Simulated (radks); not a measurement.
Results of a calculation; reference values are marked as such.
Task: Coherent X-ray form factor from a spherical all-electron density. Level of theory: Dirac Kohn-Sham, PBE, spin-unpolarised, spherical densities, point nucleus (a radial shooting solver on a logarithmic mesh with Libxc functionals).

sin(theta)/lambda (1/angstrom)  f0 (electrons)
0.05                                    26.354
0.1                                     24.776
0.15                                    22.881
0.2                                     21.013
0.25                                    19.256
0.3                                     17.611
0.4                                     14.657
0.5                                     12.221
0.6                                     10.341
0.8                                      7.980
1                                        6.744
1.25                                     5.772
1.5                                      4.934
2                                        3.424

The species is in the configuration that NIST lists as its ground one. Which atom or ion scatters so?

Result: Neutral cobalt, [Ar] 3d7 4s2. Extrapolating in s^2 from the first two rows gives f0(0) = 26.9, near the electron count 27; among species with that count, the fall with angle is slower the higher Z, and the table is that of Z = 27; from so few rows the species is fixed only to a neighbour or two.
